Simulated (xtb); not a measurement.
CHF3O3S, charge -1, quartet, at the geometry of the source list (a state made from the parent by changing its charge; the spin is typed, not shown lowest); xtb with GFN2-xTB.

Here is a job for xtb.
```
$ xtb mol.xyz --gfn 2 --chrg -1 --uhf 3 --json

# file mol.xyz
9

O      1.28650000    -0.33030000    -0.98130000
S      0.68400000     0.44560000     0.25820000
O      1.16040000    -0.15310000     1.45510000
O      0.77870000     1.83740000     0.04040000
C     -1.09730000    -0.06040000     0.03250000
F     -1.85290000     0.41370000     1.00630000
F     -1.55100000     0.37380000    -1.12970000
F     -1.14950000    -1.38820000     0.04620000
H      1.74110000    -1.13850000    -0.72760000
```

Problem. Write the output that xtb gives for this input, abridged.

Solution. 
```
   ID    Z sym.   atoms
    1    8 O      1, 3, 4
    2   16 S      2
    3    6 C      5
    4    9 F      6-8
    5    1 H      9

           -------------------------------------------------
          |                Calculation Setup                |
           -------------------------------------------------

           -------------------------------------------------
          |                 G F N 2 - x T B                 |
           -------------------------------------------------

          ...................................................
          :                      SETUP                      :
          :.................................................:
          :  # basis functions                  39          :
          :  # atomic orbitals                  38          :
          :  # shells                           18          :
          :  # electrons                        51          :
          :  max. iterations                   250          :
          :  Hamiltonian                  GFN2-xTB          :
          :  restarted?                      false          :
          :  GBSA solvation                  false          :
          :  PC potential                    false          :
          :  electronic temp.          300.0000000     K    :
          :  accuracy                    1.0000000          :
          :  -> integral cutoff          0.2500000E+02      :
          :  -> integral neglect         0.1000000E-07      :
          :  -> SCF convergence          0.1000000E-05 Eh   :
          :  -> wf. convergence          0.1000000E-03 e    :
          :  Broyden damping             0.4000000          :
          :  net charge                         -1          :
          :  unpaired electrons                  3          :
          ...................................................

 iter      E             dE          RMSdq      gap      omega  full diag
   1    -32.0231795 -0.320232E+02  0.845E+00    0.73       0.0  T
   2    -32.1091648 -0.859853E-01  0.506E+00    0.51       1.0  T
   3    -32.1201529 -0.109881E-01  0.284E+00    0.47       1.0  T
   4    -32.1284309 -0.827795E-02  0.958E-01    0.45       1.0  T
   5    -32.1302274 -0.179658E-02  0.684E-01    0.46       1.0  T
   6    -32.1306938 -0.466354E-03  0.463E-01    0.47       1.0  T
   7    -32.1320541 -0.136025E-02  0.168E-01    0.48       1.0  T
   8    -32.1319805  0.736053E-04  0.128E-01    0.48       1.0  T
   9    -32.1320824 -0.101934E-03  0.255E-02    0.49       1.3  T
  10    -32.1320823  0.103691E-06  0.144E-02    0.49       2.3  T
  11    -32.1320831 -0.799637E-06  0.508E-03    0.49       6.6  T
  12    -32.1320831 -0.430770E-07  0.124E-03    0.49      26.8  T
  13    -32.1320831 -0.771355E-08  0.451E-04    0.49      73.9  T
  14    -32.1320831 -0.996408E-09  0.925E-05    0.49     360.3  T

   *** convergence criteria satisfied after 14 iterations ***

         :::::::::::::::::::::::::::::::::::::::::::::::::::::
         ::                     SUMMARY                     ::
         :::::::::::::::::::::::::::::::::::::::::::::::::::::
         :: total energy             -32.013372137781 Eh    ::
         :: gradient norm              0.434286346663 Eh/a0 ::
         :: HOMO-LUMO gap              0.485981050207 eV    ::
         ::.................................................::
         :: SCC energy               -32.132079524915 Eh    ::
         :: -> isotropic ES            0.207237048781 Eh    ::
         :: -> anisotropic ES         -0.021044294007 Eh    ::
         :: -> anisotropic XC         -0.026555362239 Eh    ::
         :: -> dispersion             -0.007387713009 Eh    ::
         :: repulsion energy           0.118707387135 Eh    ::
         :: add. restraining           0.000000000000 Eh    ::
         :: total charge              -1.000000000000 e     ::
         :::::::::::::::::::::::::::::::::::::::::::::::::::::

           -------------------------------------------------
[...]
        22        2.0000           -0.2795055              -7.6057
        23        2.0000           -0.2726432              -7.4190
        24        1.9872           -0.2643758              -7.1940
        25        1.0128           -0.2561122              -6.9692
        26        1.0000            0.0392177               1.0672
        27        0.9999            0.0966405               2.6297 (HOMO)
        28        0.0001            0.1145000               3.1157 (LUMO)
        29                          0.1501246               4.0851
        30                          0.2666355               7.2555
        31                          0.2724461               7.4136
        32                          0.2868221               7.8048
        33                          0.3579262               9.7397
        34                          0.3956949              10.7674
        35                          0.4479815              12.1902
        36                          0.7157671              19.4770
        37                          1.2847365              34.9595
        38                          1.4844747              40.3946
      -------------------------------------------------------------
                  HL-Gap            0.0178595 Eh            0.4860 eV
             Fermi-level           -0.0773368 Eh           -2.1044 eV

     #   Z          covCN         q      C6AA      α(0)
     1   8 O        1.664    -0.570    24.446     6.675
     2  16 S        3.614     0.583   119.527    18.401
     3   8 O        0.860    -0.547    24.839     6.682
     4   8 O        0.860    -0.510    24.011     6.570
     5   6 C        3.316     0.394    18.850     6.919
     6   9 F        0.804    -0.199    11.224     3.958
     7   9 F        0.807    -0.198    11.214     3.956
     8   9 F        0.814    -0.205    11.286     3.969
     9   1 H        0.821     0.252     0.882     1.474

 Mol. C6AA /au·bohr⁶  :       1660.055955
 Mol. C8AA /au·bohr⁸  :      43863.841569
 Mol. α(0) /au        :         58.602060

Wiberg/Mayer (AO) data.
largest (>0.10) Wiberg bond orders for each atom

 ---------------------------------------------------------------------------
     #   Z sym  total        # sym  WBO       # sym  WBO       # sym  WBO
 ---------------------------------------------------------------------------
     1   8 O    1.978 --     2 S    0.891     9 H    0.863
     2  16 S    4.476 --     4 O    1.541     3 O    1.500     1 O    0.891
                             5 C    0.426
     3   8 O    1.905 --     2 S    1.500     4 O    0.198
     4   8 O    1.951 --     2 S    1.541     3 O    0.198
     5   6 C    3.481 --     7 F    0.968     8 F    0.965     6 F    0.961
                             2 S    0.426
     6   9 F    1.121 --     5 C    0.961
     7   9 F    1.120 --     5 C    0.968
     8   9 F    1.107 --     5 C    0.965
     9   1 H    0.934 --     1 O    0.863
 ---------------------------------------------------------------------------

Topologies differ in total number of bonds
Writing topology from bond orders to xtbtopo.mol

molecular dipole:
                 x           y           z       tot (Debye)
 q only:       -0.845      -1.111      -0.497
   full:       -0.569      -1.619      -0.881       4.904
molecular quadrupole (traceless):
                xx          xy          yy          xz          yz          zz
 q only:       -0.031      -3.998       0.493      -2.222       1.008      -0.462
  q+dip:        3.077      -4.370      -1.238      -3.003       0.875      -1.839
   full:        3.373      -4.361      -0.949      -2.644       0.757      -2.425

           -------------------------------------------------
          | TOTAL ENERGY              -32.013372137781 Eh   |
          | GRADIENT NORM               0.434286346663 Eh/α |
          | HOMO-LUMO GAP               0.485981050207 eV   |
           -------------------------------------------------

normal termination of xtb
```
